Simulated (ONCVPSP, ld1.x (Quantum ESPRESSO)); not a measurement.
**Potentials for zinc compared**

Generated with ld1.x 7.5 (TM, RRKJ, ultrasoft, PAW), atompaw 4.2 or ONCVPSP 4.0.1. The cutoff is in Ry: for ld1.x and atompaw files where the sum of valence levels is converged to 10 mRy in a Bessel basis, for ONCV files where the hardest occupied wave has 1 mHa per electron of residual kinetic energy. The error is the largest all-electron minus pseudo excitation energy over each file’s own four to seven test configurations (ionisations up to +4, promotions, holes and added fractions of an electron), all of which were solved. The labels leave out finer settings (local radius, basis sizes, second energies), which also bear on the numbers. Spin-polarised tests are not counted. The rows are a selection from randomly drawn settings: files with unsolved tests, undetermined cutoffs or missed reference levels are left out.

```tsv
potential	cutoff (Ry)	largest error (meV)	bound ghosts
ONCV, LDA (Perdew-Zunger), scalar-relativistic, rc 1.30/0.70/1.35 (spd), local smoothed, core correction yes, reference 3s2 3p6 3d10 4s2, qcut 11.3/13/12.7, projectors 2/2/2	124	+6.4	none
ONCV, BLYP, scalar-relativistic, rc 1.00/1.10/1.10/0.85 (spdf), local smoothed, core correction yes, reference 3s2 3p6 3d10 4s1.75, qcut 15.8/14.4/15/11.2, projectors 2/3/1/2	169	-112	none
ONCV, PBEsol, scalar-relativistic, rc 1.00/0.75/1.40 (spd), local smoothed, core correction yes, reference 3s2 3p6 3d10 4s2, qcut 11.4/8.8/11.3, projectors 2/2/1	137	-28	none
ONCV, PBE, scalar-relativistic, rc 1.15/1.40/1.30/1.15 (spdf), local f, core correction yes, reference 3s2 3p6 3d10 4s1 4p1, qcut 13.1/9.1/14.6/10.8, projectors 3/2/2/0	143	+1.3	none
ONCV, LDA (Perdew-Zunger), scalar-relativistic, rc 1.35/0.95/0.75 (spd), local smoothed, core correction yes, reference 3s2 3p6 3d10 4s2, qcut 7.2/11.8/21.3, projectors 2/2/2	333	-11	none
TM, BLYP, scalar-relativistic, rc 0.80/0.85/1.45 (spd), local smoothed, core correction yes, reference 3s2 3p6 3d9 4s0 4p0	230	-234	none
ONCV, LDA (Perdew-Wang 92), scalar-relativistic, rc 1.25/0.70/0.85 (spd), local smoothed, core correction yes, reference 3s2 3p6 3d10 4s1.5, qcut 8.9/13.2/19.3, projectors 2/2/2	269	+5.4	none
```

Problem. Fill in the row for Zn: ONCV, PBE, scalar-relativistic, rc 0.90/0.90/1.10 (spd), local smoothed, core correction yes, reference 3s2 3p6 3d10 4s1.5, qcut 13.8/19/16.2, projectors 2/2/2.

Solution. cutoff 187 Ry, largest error +10.0 meV, bound ghosts: none.

Problem. Fill in the row for Zn: ONCV, LDA (Perdew-Wang 92), scalar-relativistic, rc 1.25/0.80/1.35 (spd), local smoothed, core correction yes, reference 3s2 3p6 3d10 4s2, qcut 8.4/21.6/12.8, projectors 2/2/3.

Solution. cutoff 259 Ry, largest error +5.9 meV, bound ghosts: none.
